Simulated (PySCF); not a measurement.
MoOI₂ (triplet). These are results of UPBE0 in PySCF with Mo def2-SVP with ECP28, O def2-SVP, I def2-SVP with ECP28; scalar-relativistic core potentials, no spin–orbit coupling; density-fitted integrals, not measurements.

Harmonic bands of its minimum:

```tsv
ω (cm⁻¹)	IR (km/mol)
51	0.1
89	8.3
158	0.1
198	4.7
290	67.3
1081	197
```

The central atom is Mo. Infer the point group and assign the bands.

C2v. The modes span 3a1 + b1 + 2b2: 51 a1, 89 b1, 158 b2, 198 a1, 290 b2, 1081 a1. The computed geometry has Mo–I 2.625 Å (×2), Mo–O 1.641 Å; I–Mo–I 122.2°, I–Mo–O 118.9° (×2).

This need not be the most stable arrangement of these atoms. Other spin states or occupations of the open shell can lie lower. No spin–orbit coupling is included, which matters more the heavier the element.
